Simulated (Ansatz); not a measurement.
A nudged elastic band was laid between two geometries of AlF2H3O2 (8 atoms, charge 0, multiplicity 1).

Method: RHF/def2-SVP (Ansatz).

```json
{"movable images": "6", "climbing image": "no", "spring": "5.0 eV/Å²", "optimiser": "quadratic models (default)", "start path": "through a guess of the saddle point", "force threshold": "0.05 eV/Å", "iteration limit": "60", "end points": "relaxed"}
```

Image 0:

```xyz
8
Properties=species:S:1:pos:R:3
Al -0.110 0.038 0.062
O -0.160 -0.089 1.783
H -0.567 -0.711 2.359
O 1.224 -0.429 -0.836
H 2.118 -0.621 -0.625
F -1.566 0.084 -0.713
F 0.164 1.947 0.616
H 0.056 1.687 1.505
```

Image 7:

```xyz
8
Properties=species:S:1:pos:R:3
Al 0.109 0.461 -0.078
O -0.077 0.176 1.856
H -0.836 -0.342 2.101
O 1.558 -0.214 -0.595
H 1.772 -0.978 -1.096
F -1.321 -0.302 -0.454
F 0.042 2.115 0.067
H -0.087 0.989 2.351
```

Task: What changes between the two ends?

Result: Bonds broken: F7–H8. Bonds formed: O2–H8.

Task: What energy profile does the band end with?

Result: It converged. The highest image is number 1 of 0 to 7, 0.034 eV above the first end and 1.211 eV above the last; the last end lies 1.178 eV below the first. No image climbed, so the highest image needn't sit at the top of the path. A band with more images between the same ends climbed to 0.10 eV, so this one has probably stepped over the top. The orbitals stay closed-shell, which can raise the energy where a bond breaks towards radicals; this wasn't checked here.

```json
{"image": "0", "path coordinate (Å)": "0.00", "energy (eV)": "0.000", "F7–H8 (Å)": "0.93", "O2–H8 (Å)": "1.81"}
{"image": "1", "path coordinate (Å)": "0.52", "energy (eV)": "0.034", "F7–H8 (Å)": "0.93", "O2–H8 (Å)": "1.83"}
{"image": "2", "path coordinate (Å)": "1.03", "energy (eV)": "-0.018", "F7–H8 (Å)": "0.93", "O2–H8 (Å)": "1.79"}
{"image": "3", "path coordinate (Å)": "1.55", "energy (eV)": "-0.019", "F7–H8 (Å)": "0.94", "O2–H8 (Å)": "1.72"}
{"image": "4", "path coordinate (Å)": "2.07", "energy (eV)": "-0.018", "F7–H8 (Å)": "1.27", "O2–H8 (Å)": "1.15"}
{"image": "5", "path coordinate (Å)": "2.59", "energy (eV)": "-1.000", "F7–H8 (Å)": "1.90", "O2–H8 (Å)": "0.96"}
{"image": "6", "path coordinate (Å)": "3.12", "energy (eV)": "-1.162", "F7–H8 (Å)": "2.43", "O2–H8 (Å)": "0.95"}
{"image": "7", "path coordinate (Å)": "3.64", "energy (eV)": "-1.178", "F7–H8 (Å)": "2.55", "O2–H8 (Å)": "0.95"}
```

Task: What is the geometry of the highest image?

Result: 
```xyz
8
Properties=species:S:1:pos:R:3
Al -0.040 0.068 0.105
O -0.153 -0.084 1.820
H -0.652 -0.668 2.362
O 1.374 -0.223 -0.734
H 2.024 -0.879 -0.887
F -1.481 -0.007 -0.700
F 0.096 1.980 0.648
H -0.011 1.720 1.536
```

The band took 35 iterations and about 5 core-minutes.

The run took 5 min on 1 thread of Arm Neoverse V1, on a shared host, peak memory 0.15 GiB.
